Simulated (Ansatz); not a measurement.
## Ansatz (development build ahead of 0.2.0) run

```yaml
crystal:
  periodic: [false, false, false]
  atoms:
    - { symbol: Be, position_ang: [0.0, 0.0, -0.27171] }
    - { symbol: H, position_ang: [0.0, 0.0, 1.08683] }
basis:
  gaussian: { orbitals: cc-pVTZ }
magnetization:
  spin_polarized: true
  initial_magnetization: 1
hamiltonian:
  xc: hf
correlation:
  method: mp2
  frozen_orbitals: { Be: 0, H: 0 }
```

The input is written out in the form of the current development build from the run's settings.

The run gave:

| Property | Result |
| --- | --- |
| Converged | yes |
| Reference energy | -15.15238 hartree |
| Correlation energy | -0.03955 hartree |
| Total energy | -15.19193 hartree |
| Spin squared of the determinant | 0.752 |
